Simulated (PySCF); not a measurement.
One of the candidates below gave these computed data.

All candidates are C6H8O2.

* UV, strongest line: among the 8 lowest singlet transitions: S2 at 7.48 eV (166 nm, f = 0.263) [TDDFT CAM-B3LYP/def2-SVPD]
* UV, first state: lowest singlet excitation: 5.92 eV (209 nm, f = 0.003) [TDDFT CAM-B3LYP/def2-SVPD]
* 13C NMR: chemical shifts (computed TMS as zero) by class: 175.0 (1 C), 144.5 (1 C), 124.3 (1 C), 66.0 (1 C), 56.1 (1 C), 40.1 (1 C) ppm [GIAO PBE0/pcSseg-1]
* Polarisability: 74.7 au [CAM-B3LYP/def2-SVPD]
* Dipole: 4.40 D [CAM-B3LYP/def2-SVPD]
* Rotational structure: rotational constants A, B, C: 4.763, 1.220, 1.049 GHz [GFN2-xTB]

Electronic properties: PySCF, gas phase, density fitting. Levels stand in brackets. Geometry: GFN2-xTB, one conformer, isolated molecule. Each NMR value is the plain mean over a class of atoms that symmetry, rotation or inversion makes alike.

**Question.** Which candidate is it?
A. `O=COCC1=CCC1`
B. `O=C(O)CCC1C=C1`
C. `C=CC[C@@H]1COC1=O`

**Answer.** C. It is `C=CC[C@@H]1COC1=O`. Numbering: `[CH2:1]=[CH:2][CH2:3][C@@H:4]1[CH2:5][O:6][C:7]1=[O:8]`. Its formula, C6H8O2, gives 3 degrees of unsaturation: 1 ring and 2 π bonds in the structure found. 6 carbons fall into 6 classes; from least to most shielded: ester carbonyl carbon [C7] (175.0 ppm), alkene CH carbon [C2] (144.5 ppm), terminal =CH2 carbon [C1] (124.3 ppm), ring sp3 carbon bound to oxygen [C5] (66.0 ppm), sp3 carbon next to a carbonyl [C4] (56.1 ppm), allylic carbon [C3] (40.1 ppm). The optimised geometry has point group C1 and is an asymmetric top.

The others, at the same levels:
- `O=COCC1=CCC1` fails: its computed 13C shifts are 165.1 (1 C), 151.3 (1 C), 136.9 (1 C), 66.3 (1 C), 30.6 (1 C), 28.3 (1 C) ppm and smallest rotational constant is 1.183 GHz (against 1.049 GHz).
- `O=C(O)CCC1C=C1` fails: its computed strongest line among the 8 lowest singlet transitions is S3 at 6.41 eV (193 nm, f = 0.067) (against S2 at 7.48 eV), static isotropic polarisability is 73.0 au (against 74.7 au) and rotational constant A is 3.945 GHz (against 4.763 GHz).

Each candidate is one conformer, not necessarily the lowest. Dipoles, sizes and rotational constants follow the conformer. The torsions of the flexible species, by atom-mapped SMILES:
- `[CH2:1]=[CH:2][CH2:3][C@@H:4]1[CH2:5][O:6][C:7]1=[O:8]`: C1–C2–C3–C4 115°, C2–C3–C4–C5 -76°
- `[O:1]=[CH:2][O:3][CH2:4][C:5]1=[CH:6][CH2:7][CH2:8]1`: O1–C2–O3–C4 -2°, C2–O3–C4–C5 -81°, O3–C4–C5–C6 -2°
- `[O:1]=[C:2]([OH:3])[CH2:4][CH2:5][CH:6]1[CH:7]=[CH:8]1`: O1–C2–C4–C5 -35°, C2–C4–C5–C6 -70°, C4–C5–C6–C7 87°, H–O3–C2–O1 -1°
